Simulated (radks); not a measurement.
Values are calculated unless marked as measured or tabulated.
Species: the holmium ion Ho2+. Configuration: [Xe] 4f11. Code: a radial shooting solver on a logarithmic mesh with Libxc functionals. Model: scalar-relativistic Kohn-Sham, PBEsol, spin-unpolarised, spherical densities, finite nucleus; Fermi nuclear charge, rms radius 5.2022 fm.

Local quantities along the radius. ELF = 1/(1 + alpha^2) is the electron localisation function; alpha = (tau - tau_W)/tau_unif compares the Pauli kinetic energy density with that of the uniform gas; s = |grad rho|/(2 (3 pi^2)^(1/3) rho^(4/3)) is the reduced gradient. tau is taken from the large components.

r (bohr),ELF,alpha,s
0.001732,0.999,0.02634,0.6716
0.002291,0.999,0.02915,0.6159
0.003007,0.999,0.03356,0.5808
0.003979,0.998,0.04094,0.5623
0.005265,0.997,0.05348,0.5607
0.006966,0.994,0.07606,0.5762
0.009217,0.986,0.1202,0.6098
0.01219,0.956,0.2145,0.6601
0.01614,0.844,0.4304,0.7127
0.02135,0.561,0.8842,0.7100
0.02825,0.339,1.396,0.5526
0.03708,0.399,1.228,0.3351
0.04906,0.643,0.7444,0.2875
0.06491,0.743,0.5888,0.3875
0.08589,0.568,0.8715,0.4901
0.1136,0.341,1.391,0.3655
0.1504,0.542,0.9201,0.2150
0.1989,0.738,0.5966,0.3636
0.2632,0.488,1.025,0.5785
0.3483,0.257,1.698,0.2818
0.4572,0.645,0.7425,0.2040
0.6049,0.681,0.6851,0.4363
0.8003,0.407,1.207,0.6032
1.059,0.364,1.323,0.5173
1.401,0.575,0.8590,0.6151
1.854,0.530,0.9409,1.036
2.453,0.199,2.004,1.990
3.246,0.016,7.881,4.336
4.294,0.000,51.64,10.80

On this mesh the ELF has minima near r = 0.032, 0.11, 0.35, 0.92 bohr, which separate the shells, and maxima near 0.065 (0.74), 0.20 (0.74), 0.53 (0.72), 1.6 (0.60).
